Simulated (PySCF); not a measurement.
**Working with the constants of RuC**

ROHF-CCSD(T) constants of RuC, ³Δ (triplet), unpaired electrons σ ↑, δ ↑ (PySCF, scalar-relativistic core potentials, basis sets Ru def2-TZVPP with ECP28, C def2-TZVPP; masses 101.9043 and 12.0000 u):

```
ωe                     : 1067.0 cm⁻¹
ωexe                   : 5.34 cm⁻¹
Be                     : 0.58986 cm⁻¹
αe                     : 0.00360 cm⁻¹
De to Ru (4d7 5s1) + C : 6.21 eV
```

(1) What force constant and bond length do these constants imply?

(2) Estimate the centrifugal constant D from the Kratzer relation and find the Dunham coefficient a1.

Correlated steps freeze 1 core orbital. Spin–orbit coupling is left out, which matters for elements this heavy, above all for dissociation energies. The state is the lowest single determinant that the PBE0 search found; with open d or f shells the true ground state can be another one.

## Answers

(1) Reduced mass μred = 10.736 u; k = 5.8918×10⁻⁷·μred·ωe² (u, cm⁻¹, mdyn/Å) = 7.20 mdyn/Å; Re = √(16.8576/(μred·Be)) (u, cm⁻¹, Å) = 1.632 Å.

(2) D = 4Be³/ωe² = 7.21e-07 cm⁻¹; a1 = −1 − αeωe/(6Be²) = -2.84.
